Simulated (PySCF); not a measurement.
Ligands exchanged one at a time, In H-OH. Isolated molecules, 0 K electronic values unless said otherwise. One relaxed conformer stands for each flexible species; it need not be the lowest. Strings in code marks are SMILES.

The numbers are results of B3LYP-D3(BJ)/def2-TZVP in PySCF, not measurements. B3LYP has the VWN-RPA correlation part, as in Gaussian. Excitations are Tamm–Dancoff values on a coarser integration grid. The basis has no diffuse functions, so Rydberg states are missing or too high.

```tsv
species	LUMO (eV)	S1 oscillator strength	S1 excitation (TDA) (eV)	HOMO (eV)
0 of 3 H replaced by OH (`[InH3]`)	-2.20	–	–	-8.00
1 of 3 H replaced by OH (`[OH][InH2]`)	-1.79	0.004	?	-7.96
2 of 3 H replaced by OH	-1.55	0.000	5.25	-8.04
3 of 3 H replaced by OH	?	?	4.75	-8.40
```

**Question.** Complete the blanks.

**Answer.** 
- 1 of 3 H replaced by OH (`[OH][InH2]`), S1 excitation (TDA) (eV): 5.09
- 3 of 3 H replaced by OH, LUMO (eV): -2.37
- 3 of 3 H replaced by OH, S1 oscillator strength: 0.000
